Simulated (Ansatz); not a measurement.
Basis-set series for C$_{2}$H$_{6}$Cl$_{2}$Si, SMILES `ClC[SiH2]CCl`. Total charge 0; spin multiplicity 1. All single points use the PBE0-D4/def2-TZVP geometry. It is one conformer, not always the lowest.

```csv
functional,basis,functions,energy (Eh),HOMO (eV),LUMO (eV)
PBE0-D4,def2-SVP,112,-1288.76389,-7.99,0.46
PBE0-D4,def2-TZVPP,272,-1289.27492,-8.13,-0.07
ωB97M-V,def2-SVP,112,-1289.16209,-10.21,2.49
ωB97M-V,def2-TZVPP,272,-1289.67551,-10.38,1.68
```

Problem. Give the rows for def2-QZVPP. (An estimate is asked.)

Solution. Computed: 
```csv
functional,basis,functions,energy (Eh),HOMO (eV),LUMO (eV)
PBE0-D4,def2-QZVPP,504,-1289.31655,-8.16,-0.25
ωB97M-V,def2-QZVPP,504,-1289.71521,-10.42,1.26
```

Positive LUMOs are unbound and depend on the basis.
